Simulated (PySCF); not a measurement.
TiH4, SMILES [TiH4], multiplicity 1.

Geometry: B3LYP-D3(BJ)/def2-TZVPD. The multiplicity is an assumed one; other spin states were not compared.

Two levels are set side by side: PBE/def2-TZVPD (PySCF) and HF/def2-TZVPD (PySCF). Same geometry, gas phase. Differences are taken from unrounded values.

```tsv
quantity	HF	PBE	PBE minus HF
orbital gap (eV)	13.02	3.12	-9.90
highest occupied level (eV)	-12.34	-7.45	4.88
lowest empty level (eV)	0.69	-4.33	-5.02
mean polarisability (bohr³)	45.6	49.7	4.0
```

Without exact exchange PBE keeps part of each electron's self-repulsion, which lifts occupied levels and narrows the gap. PBE's more diffuse valence density responds more strongly to a field. Differences between two approximate levels are no errors against the true value.

Rough cost on one machine, each run with all the roots and properties that it gave: HF against PBE about 1/4.
